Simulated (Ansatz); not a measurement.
System: C₂H₈AlN, charge 0, multiplicity 1. 
Geometry from a B3LYP-D3(BJ)/def2-TZVP (Ansatz, an electronic-structure program) optimisation:
```
Al
N 1 1.7776
H 2 1.0083 1 125.04
H 2 1.0083 3 109.91 1 180.00
C 1 1.9574 2 118.40 3 0.05
H 5 1.0924 1 112.70 2 -0.61
H 5 1.0943 6 107.53 1 122.96
H 5 1.0944 6 107.50 7 114.15
C 1 1.9574 2 118.40 3 -179.95
H 9 1.0924 1 112.70 2 -0.61
H 9 1.0943 10 107.53 1 122.96
H 9 1.0944 10 107.50 11 114.15
```
Charge 0, spin multiplicity 1.

Parts of the frozen-core correlation energy in 6-31G (Ansatz, hartree). Frozen orbitals: 8; correlated occupied orbitals by spin: 12 and 12; virtual: 36 and 36. Spin-orbit coupling is left out. Non-relativistic.

```
term                            value
-------------------------  ----------
reference (HF)             -376.73182
MP2 opposite-spin                 ___
MP2 same-spin                     ___
CCSD correlation             -0.37256
(T)                               ___
T1 diagnostic                   0.013
largest doubles amplitude       0.041
```

Task: Complete the blanks.

Result: 
- MP2 opposite-spin, value: -0.26164
- MP2 same-spin, value: -0.06843
- (T), value: -0.00751
